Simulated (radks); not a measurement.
Values are calculated unless marked as measured or tabulated.
Problem. Kr II, configuration [Ar] 3d10 4s2 4p4.75 4d0.25 (fractional occupations, a model configuration). Code: a radial shooting solver on a logarithmic mesh with Libxc functionals. Model: Dirac Kohn-Sham, PBEsol, spin-unpolarised, spherical densities, point nucleus; open shells are shared between the two j in proportion to 2j + 1. Some entries of the table are withheld. Estimate them.

orbital     occ.  eigenvalue (hartree)  r(max) (bohr)
1s1/2          2             -520.2415            (1)
2s1/2          2                   (2)         0.1544
2p1/2          2             -62.34861         0.1212
2p3/2          4             -60.37255         0.1245
3s1/2          2             -10.16555         0.4674
3p1/2          2              -7.84416         0.4575
3p3/2          4              -7.55315         0.4663
3d3/2          4              -3.50362         0.4092
3d5/2          6              -3.45569         0.4119
4s1/2          2              -1.28554          1.326
4p1/2    1.58333              -0.76949            (3)
4p3/2    3.16667              -0.74241            (4)
4d3/2        0.1              -0.15301          2.674
4d5/2       0.15              -0.15202          2.696

Solution. 
(1) 1s1/2 r(max) (bohr): 0.02709
(2) 2s1/2 eigenvalue (hartree): -68.92464
(3) 4p1/2 r(max) (bohr): 1.492
(4) 4p3/2 r(max) (bohr): 1.521
